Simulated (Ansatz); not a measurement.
Cost and result for the atomization energy of C$_{2}$H$_{6}$BNSe (`BC/N=C/[SeH]`) (11 atoms, 10 bonds).

```json
{"atom": "B1", "x (Å)": "1.774", "y (Å)": "-1.099", "z (Å)": "-0.351"}
{"atom": "C2", "x (Å)": "0.623", "y (Å)": "-0.150", "z (Å)": "-0.786"}
{"atom": "N3", "x (Å)": "0.113", "y (Å)": "0.736", "z (Å)": "0.226"}
{"atom": "C4", "x (Å)": "-1.100", "y (Å)": "0.662", "z (Å)": "0.531"}
{"atom": "Se5", "x (Å)": "-1.811", "y (Å)": "1.775", "z (Å)": "1.898"}
{"atom": "H6", "x (Å)": "2.296", "y (Å)": "-1.012", "z (Å)": "0.719"}
{"atom": "H7", "x (Å)": "2.161", "y (Å)": "-1.908", "z (Å)": "-1.145"}
{"atom": "H8", "x (Å)": "1.110", "y (Å)": "0.458", "z (Å)": "-1.573"}
{"atom": "H9", "x (Å)": "-0.166", "y (Å)": "-0.708", "z (Å)": "-1.321"}
{"atom": "H10", "x (Å)": "-1.821", "y (Å)": "-0.021", "z (Å)": "0.063"}
{"atom": "H11", "x (Å)": "-3.179", "y (Å)": "1.268", "z (Å)": "1.739"}
```

Charge 0, multiplicity 1. Correlated methods include outer-core shells of Se, which these sets cover unevenly. Scalar relativity is left out up to krypton. Geometry: relaxed with PBE0-D4/def2-TZVP. It is one conformer, not always the lowest. Program: Ansatz. All runs use 4 threads of an Arm Neoverse V1 on a shared host. Times are those of one run each, without the atoms' runs, and a repeat can differ threefold. Electronic energies, without spin–orbit coupling; frozen cores. CCSD(T)/CBS adds CCSD(T) − MP2 in def2-TZVPP to the MP2 limit, and its time is that of the two runs behind it. T1 = 0.011. With those shells the extrapolation isn't a true limit. B3LYP takes the VWN-RPA correlation (the form of Gaussian; ORCA's B3LYP/G).

CCSD(T)/CBS is a level of theory with its own doubt, some kJ/mol a heavy atom from the limit and from the frozen cores, so smaller differences don't rank the functionals.

```json
{"level": "PBE-D4/def2-TZVPP (with forces)", "functions": "256", "wall time": "2.9 s"}
{"level": "PBE0-D4/def2-TZVPP", "functions": "256", "wall time": "3.7 s"}
{"level": "r2SCAN-D4/def2-TZVPP (with forces)", "functions": "256", "wall time": "6 s"}
{"level": "B3LYP-D4/def2-TZVPP (with forces)", "functions": "256", "wall time": "6 s"}
{"level": "B2PLYP/def2-TZVPP", "functions": "256", "wall time": "7 s"}
{"level": "ωB97X-V/def2-TZVPP", "functions": "256", "wall time": "9.5 s"}
{"level": "ωB97M-V/def2-TZVPP (with forces)", "functions": "256", "wall time": "14 s"}
{"level": "MP2/def2-QZVPP", "functions": "497", "wall time": "32 s"}
{"level": "CCSD(T)/def2-TZVPP", "functions": "256", "wall time": "4.5 min"}
{"level": "CCSD(T)/CBS(def2)", "functions": "–", "wall time": "5.1 min"}
```

(1) What atomization energy does each give, and how far from CCSD(T)/CBS? (Estimate.)

Answers

(1) Ansatz gave: 
| level | atomization (kJ/mol) | difference from CCSD(T)/CBS | per bond |
| --- | --- | --- | --- |
| PBE-D4/def2-TZVPP (with forces) | 4080.6 | 138.6 | 13.9 |
| PBE0-D4/def2-TZVPP | 3989.2 | 47.2 | 4.7 |
| r2SCAN-D4/def2-TZVPP (with forces) | 3974.3 | 32.3 | 3.2 |
| B3LYP-D4/def2-TZVPP (with forces) | 3979.8 | 37.8 | 3.8 |
| B2PLYP/def2-TZVPP | 3924.2 | -17.8 | -1.8 |
| ωB97X-V/def2-TZVPP | 3969.0 | 27.0 | 2.7 |
| ωB97M-V/def2-TZVPP (with forces) | 3965.2 | 23.2 | 2.3 |
| MP2/def2-QZVPP | 3962.4 | 20.4 | 2.0 |
| CCSD(T)/def2-TZVPP | 3837.3 | -104.7 | -10.5 |
| CCSD(T)/CBS(def2) | 3942.0 | 0.0 | 0.0 |

In def2-TZVPP, CCSD(T) changes the Hartree–Fock value by +1040.1 kJ/mol (the triples alone add +69.9 kJ/mol) and MP2 by +1103.6 kJ/mol; breaking electron pairs costs correlation energy, which Hartree–Fock lacks. The D4 term adds +34.8 kJ/mol with B3LYP and +18.3 kJ/mol with PBE0; it sums over pairs of atoms, weighted by their polarisabilities, and B3LYP, whose exchange is more repulsive, gets the larger term. From PBE to PBE0 (25 % exact exchange), in def2-TZVPP and without D4, the atomization energy moves by −88.0 kJ/mol: exact exchange takes away binding that semilocal exchange gives to molecules.
